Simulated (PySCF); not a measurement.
# Radial density of Sc+ (scandium, charge +1)

UHF, [Ar] 3d1 4s1, high-spin 3D determinant. Calculation: PySCF 2.14, in cc-pVDZ; no relativity, point nucleus.

```csv
r (bohr),4πr²ρ (e/bohr),4πr²(ρα − ρβ)
0.00131,0.1258,0.0001
0.00220,0.3428,0.0001
0.00370,0.9108,0.0004
0.00622,2.318,0.0009
0.0105,5.489,0.0022
0.0176,11.52,0.0044
0.0296,19.81,0.0070
0.0498,24.75,0.0061
0.0838,20.66,-0.0005
0.141,19.30,0.0063
0.237,26.32,0.0444
0.399,14.95,0.1302
0.671,7.062,0.4462
1.13,8.092,0.5894
1.90,2.029,0.4916
3.19,0.4712,0.4392
5.37,0.09032,0.0903
9.03,0.0007082,0.0007
```
